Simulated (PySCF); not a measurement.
Isomers C$_{6}$H$_{9}$FSi:

A. `C#C/C(C)=C(\[SiH3])CF`
B. SMILES C[SiH2]/C(F)=C1\C=CC1
C. `CC1=C[SiH2]C(CF)=C1`

Spectrum 1. ¹³C{¹H} NMR (computed): δ 153.6 (C), 133.8 (C), 92.9 (CH), 90.1 (C), 88.0 (CH2), 22.6 (CH3).

Spectrum 2. ¹³C{¹H} NMR (computed): δ 168.6 (C), 152.3 (C), 147.7 (CH), 121.8 (CH), 88.1 (CH2), 25.2 (CH3).

Spectrum 3. ¹³C{¹H} NMR (computed): δ 160.8 (C), 146.0 (CH), 142.3 (CH), 141.8 (C), 37.4 (CH2), -5.5 (CH3).

[PySCF 2.14.0 with density-fitted response routines: GIAO PBE0/pcSseg-1 shieldings; structure optimised with GFN2-xTB; rapidly exchanging positions averaged; non-relativistic; in vacuum; a single conformation]

Scale: ¹³C (σ = 186.93 ppm) vs TMS (reference shieldings calculated alike). Splittings of carbon signals by F and P are missing where no couplings were computed. Shifts are as computed. Against solution values, carbons near 30 ppm lie about +3 ppm off and those near 130 ppm about +5 ppm. Of 1309 compounds with measured shifts, 239 miss one by over three times the rms of a fit or turn the order of signals round; such compounds aren't used in these exercises.

Match each spectrum to its structure.

## Answers

1–A, 2–C, 3–B.

- Spectrum 1 (A): 6 ¹³C signals; δC 153.6 is a fully substituted alkene carbon; δC 133.8 is a fully substituted alkene carbon.
- Spectrum 2 (C): 6 ¹³C signals; δC 152.3 is a fully substituted alkene carbon; δC 147.7 is an alkene CH.
- Spectrum 3 (B): 6 ¹³C signals; δC 160.8 is a fully substituted alkene carbon; δC 146.0 is an alkene CH.
